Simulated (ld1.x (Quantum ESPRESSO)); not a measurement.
Configuration tests for Cu (Z = 29) (PAW)

* Element: Cu (Z = 29)
* Generator: ld1.x (Quantum ESPRESSO) 7.5
* Type: PAW
* Functional: revPBE
* Relativity: scalar-relativistic
* Frozen core: [Ar]
* Valence charge: 11
* Reference configuration: 3d10 4s1 4p0
* Partial waves: 4s (bound): rcut 2.00, rcutus 2.25 bohr; 4s channel at 1.9 Ry: rcut 2.00, rcutus 2.25 bohr; 4p (bound, empty): rcut 1.90, rcutus 2.50 bohr; 4p channel at 4.35 Ry: rcut 1.90, rcutus 2.50 bohr; 3d (bound): rcut 1.00, rcutus 1.30 bohr; 3d channel at 0.4 Ry: rcut 1.00, rcutus 1.30 bohr
* Local potential: all-electron potential smoothed inside 2.20 bohr (lloc = -1)
* Core correction: Bessel-smoothed model core inside 0.75 bohr
* Augmentation charge: PSQ, inside the norm-conserving radii

Energies are relative to the spin-unpolarised reference configuration 3d10 4s1 4p0; without spin polarisation the order of configurations can differ from experiment. The frozen-core shift is the all-electron ΔE with the core orbitals held at their reference shape minus the fully relaxed ΔE.

**Question.** Give the all-electron excitation energy and the error of the potential for: 3d10 4s0 4p0; 3d9 4s0 4p0; 3d8 4s0 4p0; 3d9 4s1 4p1; 3d9 4s2 4p0; 3d10 4s0 4p1; 3d10 4s0.5 4p0.

**Answer.**

```csv
valence configuration,charge,ΔE all-electron (eV),error AE − PS (meV),frozen-core shift (meV)
3d10 4s0 4p0,+1,8.012,-7.3,+5.9
3d9 4s0 4p0,+2,29.217,-56,+52
3d8 4s0 4p0,+3,68.117,-517,+467
3d9 4s1 4p1,0,6.801,-59,+56
3d9 4s2 4p0,0,1.989,-66,+60
3d10 4s0 4p1,0,4.086,-2.9,+2.4
3d10 4s0.5 4p0,+0.5,3.102,-1.9,+1.6
```

Levels in the configuration 3d9 4s1 4p1:

```csv
level,all-electron (eV),pseudo (eV)
3d,-11.538,-11.689
4s,-7.061,-7.051
4p,-2.055,-2.052
```
